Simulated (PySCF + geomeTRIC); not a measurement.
Species: C$_{2}$H$_{6}$BrGa, SMILES `[CH3][Ga]([CH3])[Br]` (charge 0, multiplicity 1).

Q: Give a relaxed geometry from ωB97X-D3(BJ)/def2-TZVP in PySCF + geomeTRIC.

A: the end point of this relaxation (outside a Z-matrix the atoms follow the SMILES, hydrogens last).
Z-matrix (Å, degrees):
```
Ga
C 1 1.9533
H 2 1.0911 1 112.51
H 2 1.0925 3 109.12 1 121.77
H 2 1.0929 3 108.87 4 116.75
C 1 1.9533 2 132.60 3 -3.99
H 6 1.0912 1 112.48 2 -1.33
H 6 1.0926 7 109.02 1 121.65
H 6 1.0927 7 108.96 8 116.76
Br 1 2.3102 2 113.70 3 176.07
```
